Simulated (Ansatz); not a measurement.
A nudged elastic band was laid between two geometries of C₂H₃BF (7 atoms, charge 0, multiplicity 2).

Method: Ansatz, UKS PBE0/def2-SVP.

| Quantity | Value |
| --- | --- |
| movable images | 7 |
| climbing image | yes |
| spring | 5.0 eV/Å² |
| optimiser | quadratic models (default) |
| start path | through a guess of the saddle point |
| force threshold | 0.03 eV/Å |
| iteration limit | 60 |
| end points | relaxed |

First end point:

```xyz
7
Properties=species:S:1:pos:R:3
B -0.946 0.446 -1.084
C -0.057 0.374 0.143
C 0.600 -0.772 0.394
F 1.394 -0.936 1.430
H -1.619 1.355 -1.501
H 0.092 1.200 0.853
H 0.537 -1.668 -0.234
```

Last end point:

```xyz
7
Properties=species:S:1:pos:R:3
B -1.167 0.649 -0.712
C -0.042 0.425 0.216
C 0.655 -0.713 0.458
F 0.425 -1.819 -0.252
H -1.504 1.030 -1.795
H 0.207 1.276 0.866
H 1.426 -0.848 1.221
```

What changes between the two ends?

No bond is made or broken.

What energy profile does the band end with?

The run converged. The highest image is number 4 of 0 to 8, 0.81 eV above the first end and 0.69 eV above the last; the last end lies 0.12 eV above the first. A vibrational analysis at the climbing image gives one clearly imaginary mode, 350i cm⁻¹: a first-order saddle point.

| image | path coordinate (Å) | energy (eV) |
| --- | --- | --- |
| 0 | 0.00 | 0.00 |
| 1 | 0.56 | 0.20 |
| 2 | 1.11 | 0.46 |
| 3 | 1.67 | 0.70 |
| 4 | 2.22 | 0.81 |
| 5 | 2.78 | 0.69 |
| 6 | 3.33 | 0.40 |
| 7 | 3.88 | 0.19 |
| 8 | 4.44 | 0.12 |

What is the geometry of the highest image?


```xyz
7
Properties=species:S:1:pos:R:3
B -1.136 0.784 -0.654
C -0.165 0.007 -0.119
C 0.740 -0.919 0.425
F 0.710 -1.198 1.727
H -1.893 1.573 -1.113
H 0.182 1.162 -0.162
H 1.562 -1.409 -0.104
```

What are the harmonic wavenumbers there?

350i, 190, 311, 404, 569, 659, 677, 974, 1121, 1233, 1375, 1798, 2363, 2841, 3228 cm⁻¹.

Run time: 3.3 min on 2 threads of Intel(R) Xeon(R) Platinum 8488C (Sapphire Rapids) (shared host), peak memory 0.19 GiB.
